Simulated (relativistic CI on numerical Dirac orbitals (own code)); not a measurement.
## Radial parameters of Eu44+

Method of calculation: Dirac-Coulomb-Breit CI, orbitals from a KLI potential per configuration, model QED, unscaled Slater integrals (own radial code, finite nucleus).

Slater integrals F^k, G^k are unscaled and averaged over j, outside the closed core [Ne]; ζ comes from projecting the Hamiltonian with its Breit term on Σ l·s of the shell.

- 3s²3p⁶3d: ζ(3d) = 115700 cm⁻¹; <r>(3d) = 0.2011, <r^2>(3d) = 0.04674 (bohr units).
- 3s²3p⁵3d²: ζ(3p) = 845300, F^2(3d,3d) = 509210, F^4(3d,3d) = 329380, F^2(3p,3d) = 436940, G^1(3p,3d) = 459830, G^3(3p,3d) = 308930, ζ(3d) = 114590 cm⁻¹; <r>(3p) = 0.2268, <r^2>(3p) = 0.05948, <r>(3d) = 0.2014, <r^2>(3d) = 0.04688 (bohr units).
- 3s3p⁶3d²: F^2(3d,3d) = 508830, F^4(3d,3d) = 329130, G^2(3s,3d) = 348050, ζ(3d) = 115140 cm⁻¹; <r>(3s) = 0.2322, <r^2>(3s) = 0.06153, <r>(3d) = 0.2015, <r^2>(3d) = 0.04695 (bohr units).

(1) Give the Racah parameters of the d shell in 3s²3p⁵3d².

Averages of the first 10 configurations, taken without configuration mixing, which lowers the lowest level and can move excited configurations by several eV; other configurations of the list can lie among them:

| Configuration | Parity | States | Average energy above the lowest level (eV) |
| --- | --- | --- | --- |
| 3s²3p⁶3d | even | 10 | 22.1 |
| 3s²3p⁵3d² | odd | 270 | 315.9 |
| 3s3p⁶3d² | even | 90 | 593.2 |
| 3s²3p⁶4s | even | 2 | 1420.6 |
| 3s²3p⁶4p | odd | 6 | 1524.8 |
| 3s²3p⁶4d | even | 10 | 1645.0 |
| 3s²3p⁵3d4s | odd | 120 | 1705.2 |
| 3s²3p⁶4f | odd | 14 | 1736.3 |
| 3s²3p⁵3d4p | even | 360 | 1809.7 |
| 3p⁶3d³ | even | 120 | 1174.1 |

Results:

(1) B = F²/49 − 5F⁴/441 = 6658 cm⁻¹ and C = 35F⁴/441 = 26141 cm⁻¹.
